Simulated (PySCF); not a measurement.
BaCl, SMILES [Cl][Ba], multiplicity 2.

Coordinates come from a PBE0-D3(BJ)/def2-TZVPD optimisation. The spin state was assumed, not searched. The def2 effective core potentials stand for the cores of Ba; spin–orbit coupling is left out.

All values below come from B3LYP/def2-TZVPD (PySCF).

The molecule is in vacuum.

```json
{
 "total_energy": "-485.79793 hartree",
 "point_group": "C∞v",
 "α spin, highest occupied and lowest empty level": "-3.58 and -1.32 eV",
 "β spin, highest occupied and lowest empty level": "-7.54 and -2.22 eV",
 "dipole_moment": "5.14 D",
 "mean_static_polarisability": "232.3 bohr³ (34.43 Å³)",
 "polarisability_principal_values": "194.3, 251.3, 251.3 bohr³",
 "⟨S²⟩": "0.750 (pure state 0.75)"
}
```
